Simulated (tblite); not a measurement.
Species: C5H6BF2O (doublet state).
Atom-mapped SMILES: `[CH2:1][BH:2][O:3][C@@:4]1([F:5])[C:6](=[CH2:7])[C@H:8]1[F:9]` (hydrogens: H10, H11 on C1; H12 on B2; H13, H14 on C7; H15 on C8)
Bond orders are those of one Lewis drawing.

Computed with GFN2-xTB (tblite), gas phase: L-BFGS steps from a force-field or distance-geometry start until the largest atomic force falls under 0.01 eV/Å.

At the end of the run (lengths in Å): C4–C8 1.524, B2–O3 1.372, C1–B2 1.518, O3–C4 1.352, C6–C8 1.478, C4–C6 1.471, B2–H12 1.170, B2–O3–C4 124.2°, O3–C4–C8 123.1°, O3–C4–C6 121.4°, C6–C8–F9 119.9°, C1–B2–O3–C4 1°, B2–O3–C4–F5 62°, O3–C4–C6–C7 -63°, H12–B2–O3–C4 180°, H12–B2–C1–H10 0°.

**Question.** These geometries were met on the way; a selection of coordinates is given. Order them by energy above the end point, lowest first.
A. C4–C8 1.532, B2–O3 1.359, C1–B2 1.524, O3–C4 1.342, C6–C8 1.481, C4–C6 1.476, B2–H12 1.185, B2–O3–C4 137.0°, O3–C4–C8 134.3°, O3–C4–C6 126.1°, C6–C8–F9 119.9°, C1–B2–O3–C4 4°, B2–O3–C4–F5 108°, O3–C4–C6–C7 -72°, H12–B2–O3–C4 -169°, H12–B2–C1–H10 -5°
B. C4–C8 1.525, B2–O3 1.380, C1–B2 1.513, O3–C4 1.334, C6–C8 1.476, C4–C6 1.455, B2–H12 1.216, B2–O3–C4 118.6°, O3–C4–C8 119.5°, O3–C4–C6 122.0°, C6–C8–F9 115.5°, C1–B2–O3–C4 90°, B2–O3–C4–F5 57°, O3–C4–C6–C7 -70°, H12–B2–O3–C4 -88°, H12–B2–C1–H10 -65°
C. C4–C8 1.493, B2–O3 1.384, C1–B2 1.524, O3–C4 1.340, C6–C8 1.475, C4–C6 1.475, B2–H12 1.175, B2–O3–C4 138.0°, O3–C4–C8 129.3°, O3–C4–C6 129.0°, C6–C8–F9 117.0°, C1–B2–O3–C4 68°, B2–O3–C4–F5 64°, O3–C4–C6–C7 -74°, H12–B2–O3–C4 -117°, H12–B2–C1–H10 -56°
D. C4–C8 1.550, B2–O3 1.376, C1–B2 1.518, O3–C4 1.355, C6–C8 1.475, C4–C6 1.470, B2–H12 1.185, B2–O3–C4 139.2°, O3–C4–C8 135.4°, O3–C4–C6 130.1°, C6–C8–F9 121.3°, C1–B2–O3–C4 32°, B2–O3–C4–F5 92°, O3–C4–C6–C7 -71°, H12–B2–O3–C4 -157°, H12–B2–C1–H10 -27°
E. C4–C8 1.429, B2–O3 1.457, C1–B2 1.592, O3–C4 1.424, C6–C8 1.543, C4–C6 1.533, B2–H12 1.183, B2–O3–C4 107.0°, O3–C4–C8 118.1°, O3–C4–C6 111.3°, C6–C8–F9 111.7°, C1–B2–O3–C4 94°, B2–O3–C4–F5 64°, O3–C4–C6–C7 -68°, H12–B2–O3–C4 -91°, H12–B2–C1–H10 -58°

**Answer.** A (0.264 eV), D (0.456 eV), C (0.736 eV), B (1.216 eV), E (2.071 eV).

| step | E above end (eV) | rms distance from the end, all atoms (Å) | largest force (eV/Å) | rms shift of all bonds from the end (Å) |
| --- | --- | --- | --- | --- |
| 28 | 0.264 | 0.628 | 0.551 | 0.008 |
| 21 | 0.456 | 0.674 | 0.587 | 0.011 |
| 15 | 0.736 | 0.720 | 0.803 | 0.011 |
| 2 | 1.216 | 0.738 | 1.149 | 0.016 |
| 0 | 2.071 | 0.747 | 4.622 | 0.051 |

Rows stand in the order of the answer.
